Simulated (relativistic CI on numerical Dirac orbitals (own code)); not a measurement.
## Lu⁴⁶⁺: q coefficients and field-shift factors

Computed by Dirac-Coulomb-Breit CI, KLI orbitals optimised for each configuration, derivatives by finite differences, unscaled Slater integrals, QED left out (own radial code, finite nucleus).

Configurations in the expansion (outside the closed core [Ne]): 3s²3p⁶3d⁷, 3s²3p⁵3d⁸, 3s²3p⁴3d⁹, 3s3p⁶3d⁸, 3p⁶3d⁹, 3s3p⁵3d⁹, 3s²3p⁶3d⁶4s, 3s²3p⁶3d⁶4p. Levels of other configurations are missing.

With x = (α/α₀)² − 1 an excitation energy changes as ω = ω₀ + qx; K = 2q/ω₀ is the relative enhancement. Terms are leading LS components, so labels can repeat. The field-shift factor is F = δν/δ⟨r²⟩ for the transition from the lowest level.

Lowest level 3s²3p⁶3d⁷ ⁴F9/2.

```tsv
Level	ω₀ (cm⁻¹)	q (cm⁻¹)	F (GHz/fm²)
3s²3p⁶3d⁷ ²P3/2	95960	6961	-0.318
3s²3p⁶3d⁷ ²D5/2	147358	24590	0.793
3s²3p⁶3d⁷ ⁴F7/2	427043	460900	9.82
3s²3p⁶3d⁷ ²H9/2	483008	445700	9.84
3s²3p⁶3d⁷ ⁴P3/2	502526	467500	10.1
3s²3p⁶3d⁷ ⁴P5/2	519454	471700	10.3
3s²3p⁶3d⁷ ⁴P1/2	530346	461000	9.48
3s²3p⁶3d⁷ ²H11/2	548162	444900	10.3
3s²3p⁶3d⁷ ²F7/2	597040	467700	10.4
3s²3p⁶3d⁷ ²F5/2	636936	447700	10.2
3s²3p⁶3d⁷ ²D3/2	771508	473600	11.4
3s²3p⁶3d⁷ ⁴F5/2	912344	909500	19.4
3s²3p⁶3d⁷ ⁴P3/2	942816	915900	19.3
3s²3p⁶3d⁷ ²H9/2	981682	905900	20
3s²3p⁶3d⁷ ²P1/2	984774	920100	19.2
3s²3p⁶3d⁷ ²F7/2	1007420	894300	19.5
3s²3p⁶3d⁷ ²D5/2	1195776	912500	20.6
3s²3p⁶3d⁷ ²D3/2	1442119	1.369e+06	29.1
3s²3p⁵3d⁸ ⁴G°11/2	3034148	576400	28.9
3s²3p⁵3d⁸ ²D°5/2	3128235	579400	26.8
3s²3p⁵3d⁸ ²F°7/2	3135349	583100	26.4
3s²3p⁵3d⁸ ⁴F°9/2	3193507	576000	28.9
3s²3p⁵3d⁸ ²P°1/2	3280644	595100	29.4
```

At this charge energies of transitions that change n are usually good to better than 1 %, and those within a shell (Δn = 0) to a few per cent.

Question: Which transition from the lowest level has the largest |K|?

Answer: 3s²3p⁶3d⁷ ⁴F7/2 at 427043 cm⁻¹, K = 2.16.
